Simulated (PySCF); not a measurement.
Spectrum to structure. Level of theory: PySCF, TDDFT B3LYP/def2-SVPD, vertical, gas phase, core orbitals frozen in the response. Geometries: GFN2-xTB, one conformer each.

```
state  E (eV)       f   main configurations (H = HOMO, L = LUMO)
   S1    7.00  0.0043                     H→L (72%), H-1→L (20%)
   S2    7.08   0.031                     H-1→L (75%), H→L (22%)
   S3    7.29  0.0086                 H→L+1 (58%), H-1→L+1 (32%)
   S4    7.47   0.011                 H-1→L+1 (60%), H→L+1 (33%)
   S5    7.60  0.0012     H-2→L+1 (57%), H-2→L (15%), H→L+2 (8%)
   S6    7.70  0.0037  H→L+2 (32%), H-2→L+2 (23%), H-2→L+1 (18%)
   S7    7.73  0.0051                 H→L+3 (54%), H-1→L+3 (18%)
   S8    7.77  0.0096                 H-2→L (42%), H-1→L+3 (27%)
```

Triplets computed (Tamm–Dancoff): 6.76, 6.80, 7.09 eV.

Orbital energies (eV): HOMO-3 -8.98, HOMO-2 -8.58, HOMO-1 -8.22, HOMO -8.17, LUMO -0.15, LUMO+1 0.04, LUMO+2 0.30.

Question: Which structure fits? All have the formula CH9ClO2Si3.
A. `[SiH3]O[SiH2]O[SiH2]CCl`
B. `O[Si@@H](CCl)O[SiH2][SiH3]`
C. `[SiH3]CO[SiH2]O[SiH2]Cl`
D. `O[Si@@H]([SiH3])CO[SiH2]Cl`

Answer: C. Its S1, at 7.00 eV, is the highest among the candidates; the nearest of the others has S1 at 6.33 eV. S1 is HOMO→LUMO (72%), HOMO-1→LUMO (20%). Löwdin shares by element: HOMO oxygen 36% or more, carbon 16%, silicon 11% or more, hydrogen 9% or more (atoms not listed hold the other 29%); LUMO silicon 31% or more, carbon 13%, oxygen 8% or more (atoms not listed hold the other 48%). At the same level the other candidates give, for their lowest levels:
- `O[Si@@H]([SiH3])CO[SiH2]Cl`: 6.20 eV (f 0.012); 6.45 eV (f 0.036); 6.55 eV (f 0.031); 6.83 eV (f 0.084); 6.90 eV (f 0.015); T1 5.80 eV; HOMO -7.52, LUMO -0.36 eV
- `[SiH3]O[SiH2]O[SiH2]CCl`: 6.33 eV (f 0.011); 6.85 eV (f 0.012); 6.89 eV (f 0.008); 7.01 eV (f 0.003); 7.16 eV (f 0.004); T1 5.86 eV; HOMO -7.84, LUMO -0.57 eV
- `O[Si@@H](CCl)O[SiH2][SiH3]`: 6.14 eV (f 0.020); 6.54 eV (f 0.022); 6.74 eV (f 0.019); 6.90 eV (f 0.003); 6.97 eV (f 0.011); T1 5.67 eV; HOMO -7.76, LUMO -0.77 eV

Conformer computed: `[SiH3:1][CH2:2][O:3][SiH2:4][O:5][SiH2:6][Cl:7]`: Si1–C2–O3–Si4 178°, C2–O3–Si4–O5 178°, O3–Si4–O5–Si6 56°, Si4–O5–Si6–Cl7 77°.
